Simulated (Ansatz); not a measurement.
`CN([SiH3])B[SiH3]` + `[CH3][SnH3]` → `[SiH3]B[CH2][SnH3]` + `CN[SiH3]`  (formal exchange of groups at a B–N bond)

Computed with Ansatz on PBE0-D4/def2-TZVP structures; ΔE is electronic, products minus reactants. CCSD(T)/CBS is the MP2 limit (def2-TZVPP, def2-QZVPP) plus CCSD(T) − MP2 in def2-TZVPP, frozen cores. DFT in def2-TZVPP. B3LYP here is the variant with VWN-RPA as its local correlation; programs differ in this. def2 core potentials past Kr. For Sn outer-core shells are correlated without core-valence functions, which leaves a few kJ/mol of doubt a bond. One conformer a species, not always the lowest.

| level | ΔE (kJ/mol) | difference from CCSD(T)/CBS |
| --- | --- | --- |
| PBE-D4 | 102.0 | 0.0 |
| r2SCAN-D4 | 102.5 | 0.5 |
| PBE0-D4 | 101.4 | -0.6 |
| B3LYP-D4 | 107.4 | 5.4 |
| ωB97X-V | 106.3 | 4.3 |
| ωB97M-V | 104.9 | 2.9 |
| B2PLYP | 106.8 | 4.8 |
| PBE | 101.0 | -1.0 |
| r2SCAN | 102.0 | 0.0 |
| PBE0 | 100.6 | -1.4 |
| B3LYP | 106.0 | 4.0 |
| HF/def2-TZVPP | 106.8 | 4.8 |
| MP2/def2-TZVPP | 104.2 | 2.2 |
| SCS-MP2/def2-TZVPP | 106.3 | 4.3 |
| CCSD/def2-TZVPP | 106.3 | 4.3 |
| CCSD(T)/def2-TZVPP | 106.7 | 4.7 |
| HF/def2-QZVPP | 106.3 | 4.3 |
| MP2/def2-QZVPP | 101.3 | -0.7 |
| SCS-MP2/def2-QZVPP | 103.6 | 1.6 |
| HF/CBS(def2) | 106.2 | 4.2 |
| MP2/CBS(def2) | 99.4 | -2.6 |
| CCSD/CBS(def2) | 101.5 | -0.5 |
| CCSD(T)/CBS | 102.0 | 0 |

Largest T1 diagnostic among the species: 0.013.
